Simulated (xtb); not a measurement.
I4Ti (SMILES [I][Ti]([I])([I])[I]), singlet, at a GFN2-xTB geometry (such geometries of metal compounds can be far from the true shape); GFN0-xTB with ALPB(acetone) in xtb 6.7.1.

xtb was given this input:
```
$ xtb mol.xyz --gfn 0 --alpb acetone --json

# file mol.xyz
5

Ti    -0.00000000     0.00000000    -0.00000000
I      2.09524070    -0.59546698    -1.49603154
I      0.78783176     0.44202976     2.48327520
I     -1.17364265     2.16819622    -0.95090116
I     -1.70942982    -2.01475900    -0.03634250
```

Output, abridged:

```
   ID    Z sym.   atoms
    1   22 Ti     1
    2   53 I      2-5

           -------------------------------------------------
          |                Calculation Setup                |
           -------------------------------------------------

           -------------------------------------------------
          |                 G F N 0 - x T B                 |
           -------------------------------------------------

      * Solvation model:               ALPB
        Solvent                        acetone
        Parameter file                 internal GFN-FF/ALPB
        Dielectric constant                2.0700E+01
        Reference state                gsolv [1 M gas/solution]
        Free energy shift                  6.0874E-03 Eh       3.8199E+00 kcal/mol
        Temperature                        2.9815E+02 K
        Density                            7.9000E-01 kg/L
        Solvent mass                       5.8080E+01 g/mol
        Interaction kernel             P16
        Born radius scaling (c1)           2.0623E+00
        Born radii integrator          GBOBC
        Born offset                        0.0000E+00 a0       0.0000E+00 AA
        H-bond correction              true
        Ion screening                  false
        Surface tension                    1.0000E-05 Eh       1.5569E+01 dyn/cm
        Grid points                               230 per atom

          ...................................................
          :                      SETUP                      :
          :.................................................:
          :  # basis functions                  50          :
          :  # atomic orbitals                  45          :
          :  # shells                           15          :
          :  # electrons                        32          :
          :  electronic temp.          300.0000000     K    :
          :  accuracy                    1.0000000          :
          :  -> integral cutoff          0.2500000E+02      :
          :  -> integral neglect         0.1000000E-07      :
          ...................................................

         :::::::::::::::::::::::::::::::::::::::::::::::::::::
         ::                     SUMMARY                     ::
         :::::::::::::::::::::::::::::::::::::::::::::::::::::
         :: total energy             -15.887922436582 Eh    ::
         :: total w/o Gsasa/hb       -15.864778417294 Eh    ::
         :: gradient norm              0.013908551229 Eh/a0 ::
         :: HOMO-LUMO gap              3.451520227880 eV    ::
         ::.................................................::
         :: H0 energy                -15.684193411165 Eh    ::
         :: repulsion energy           0.037980452453 Eh    ::
         :: electrostat energy        -0.239224817414 Eh    ::
         :: -> Gsolv                   0.000000000000 Eh    ::
         ::    -> Gsasa               -0.029231441943 Eh    ::
         ::    -> Gshift               0.006087422655 Eh    ::
         :: dispersion energy         -0.002484660457 Eh    ::
         :: short-range corr.          0.000000000000 Eh    ::
         :: add. restraining           0.000000000000 Eh    ::
         :: total charge              -0.000000000000 e     ::
         :::::::::::::::::::::::::::::::::::::::::::::::::::::

           -------------------------------------------------
          |                Property Printout                |
           -------------------------------------------------

    * Orbital Energies and Occupations

         #    Occupation            Energy/Eh            Energy/eV
      -------------------------------------------------------------
         1        2.0000           -0.6640398             -18.0694
       ...           ...                  ...                  ...
         4        2.0000           -0.6582426             -17.9117
         5        2.0000           -0.4639246             -12.6240
         6        2.0000           -0.4382191             -11.9245
         7        2.0000           -0.4382191             -11.9245
         8        2.0000           -0.4382191             -11.9245
         9        2.0000           -0.4338811             -11.8065
        10        2.0000           -0.4338811             -11.8065
        11        2.0000           -0.4285527             -11.6615
        12        2.0000           -0.4285527             -11.6615
        13        2.0000           -0.4285527             -11.6615
        14        2.0000           -0.4237757             -11.5315
        15        2.0000           -0.4237757             -11.5315
        16        2.0000           -0.4237757             -11.5315 (HOMO)
        17                         -0.2969347              -8.0800 (LUMO)
        18                         -0.2969347              -8.0800
        19                         -0.2775869              -7.5535
        20                         -0.2775869              -7.5535
        21                         -0.2775869              -7.5535
        22                         -0.0704931              -1.9182
        23                         -0.0578210              -1.5734
        24                         -0.0578210              -1.5734
        25                         -0.0578210              -1.5734
        26                         -0.0542313              -1.4757
        27                         -0.0542313              -1.4757
       ...                                ...                  ...
        45                          2.3113393              62.8947
      -------------------------------------------------------------
                  HL-Gap            0.1268410 Eh            3.4515 eV
             Fermi-level            0.0000000 Eh            0.0000 eV

     #   Z          covCN         q      C6AA      α(0)
     1  22 Ti       3.268     0.956   204.641    31.583
     2  53 I        0.841    -0.239   388.150    34.032
     3  53 I        0.841    -0.239   388.150    34.032
     4  53 I        0.841    -0.239   388.150    34.032
     5  53 I        0.841    -0.239   388.150    34.032

 Mol. C6AA /au·bohr⁶  :       8610.955826
 Mol. C8AA /au·bohr⁸  :     823898.858183
 Mol. α(0) /au        :        167.710312

Wiberg/Mayer (AO) data.
largest (>0.10) Wiberg bond orders for each atom

 ---------------------------------------------------------------------------
     #   Z sym  total        # sym  WBO       # sym  WBO       # sym  WBO
 ---------------------------------------------------------------------------
     1  22 Ti   3.281 --     2 I    0.820     3 I    0.820     5 I    0.820
                             4 I    0.820
     2  53 I    0.889 --     1 Ti   0.820
     3  53 I    0.889 --     1 Ti   0.820
     4  53 I    0.889 --     1 Ti   0.820
     5  53 I    0.889 --     1 Ti   0.820
 ---------------------------------------------------------------------------

Topologies differ in total number of bonds
Writing topology from bond orders to xtbtopo.mol

 dipole moment from electron density (au)
     X       Y       Z
   0.0000  -0.0000  -0.0000  total (Debye):    0.000

           -------------------------------------------------
          | TOTAL ENERGY              -15.887922436582 Eh   |
          | GRADIENT NORM               0.013908551229 Eh/α |
          | HOMO-LUMO GAP               3.451520227880 eV   |
           -------------------------------------------------

normal termination of xtb
```
